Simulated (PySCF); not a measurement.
**Computed properties of InCl₃, SMILES [Cl][In]([Cl])[Cl]**

InCl3, SMILES [Cl][In]([Cl])[Cl]. Geometry: PBE0-D3(BJ)/def2-SVP. The isomer is the one that the SMILES or the coordinates give; other isomers of the formula were not compared. The def2 effective core potentials stand for the cores of In; spin–orbit coupling is left out. One conformer was computed; it need not be the lowest. All values are computed for the isolated molecule unless a solvent is named; none is compared with measurement here.

**Structure.** The optimised structure has D3h symmetry. All 6 harmonic modes at PBE0-D3(BJ)/def2-SVP (PySCF) are real, so it is a minimum. With heavy atoms numbered as in [In:1]([Cl:2])([Cl:3])[Cl:4], the shortest bond between them is In1–Cl3 at 2.320 Å and the longest In1–Cl2 at 2.320 Å.

**Vibrations.** The strongest infrared lines (harmonic, unscaled, degenerate partners summed) lie at 404 cm⁻¹ (119 km/mol, Cl 69 %, In 31 %), 93 cm⁻¹ (19 km/mol, Cl 83 %, In 17 %), 99 cm⁻¹ (14 km/mol, Cl 52 %, In 48 %). The softest mode is at 93 cm⁻¹ and the zero-point energy is 2.1 kcal/mol.

**Electronic structure.** CAM-B3LYP/def2-TZVPD (PySCF) places the frontier levels at -10.87 and -2.26 eV, a gap of 8.61 eV, and gives a dipole moment of 0.00 D and a mean polarisability of 78.5 bohr³. PBE/def2-TZVPD (PySCF) at the same geometry gives -8.05 and -4.04 eV, so its gap is 4.60 eV narrower. An orbital gap is neither the optical nor the fundamental gap.

**Excitations.** TDA-CAM-B3LYP/def2-SVPD (PySCF) has S1 at 5.13 eV (242 nm, f = 0.000, dark); the most intense of the 10 singlets computed lies at 5.36 eV (f = 0.13). Strengths of degenerate partners are summed. T1 (TDA) is at 4.74 eV, 0.39 eV under S1. TDA-PBE/def2-SVPD (PySCF) puts S1 at 4.09 eV. No vertical singlet excitation falls in the visible range (under 3.1 eV).
